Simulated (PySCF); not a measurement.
**Computed vibrations of [Ce(H2O)2]3+**

[Ce(H2O)2]3+ (singlet in the valence; each metal's 4f electrons, 1 of them, lie in its core potential, out of spins and levels). PySCF 2.14.0, RKS PBE0, Ce lcecp-1-SVP with ECP47, O def2-SVP, H def2-SVP; non-relativistic Hamiltonian with scalar-relativistic core potentials where named; density fitting; no spin-orbit coupling. Central differences of gradients.

```xyz
7

Ce    0.2642    0.0139   -0.0004
O    -0.9908    0.0305    1.9771
H    -0.6578    0.1292    2.9062
H    -1.9689   -0.0580    2.1074
O    -0.9892   -0.1348   -1.9737
H    -0.6522   -0.2657   -2.8976
H    -1.9695   -0.0798   -2.1084
```

Run from Python with OMP_NUM_THREADS=2. Where DIIS fails, smearing, a level shift and second-order steps follow.
It took 75 s on 2 threads of Intel(R) Xeon(R) 6975P-C (Granite Rapids), on a shared host.

Q: What are the harmonic wavenumbers and infrared intensities?

A: Negative numbers are unstable modes, those under 60 cm⁻¹ near the noise; a finer grid moves soft modes by up to 10 cm⁻¹.
| cm⁻¹ | km/mol | symmetry |
| --- | --- | --- |
| 62 | 3.2 |  |
| 88 | 0.5 |  |
| 115 | 0.2 |  |
| 405 | 7.4 |  |
| 414 | 39.8 |  |
| 638 | 51.9 |  |
| 661 | 121.9 |  |
| 695 | 13.8 |  |
| 711 | 795.6 |  |
| 1671 | 207.8 |  |
| 1675 | 74.6 |  |
| 3523 | 1177.5 |  |
| 3537 | 76.6 |  |
| 3559 | 179.7 |  |
| 3565 | 810.0 |  |

Q: Is this a minimum?

A: Yes. Ideal gas at 298.15 K and 1 bar: S = 347.5 J/(mol K), Cp = 84.9 J/(mol K), H − H(0 K) = 18.8 kJ/mol (rigid rotor, harmonic modes, spin degeneracy alone, that of the 4f electrons in the core included).

An lcecp potential fixes the number of 4f electrons, so in runs with it no electron can move into or out of that shell.
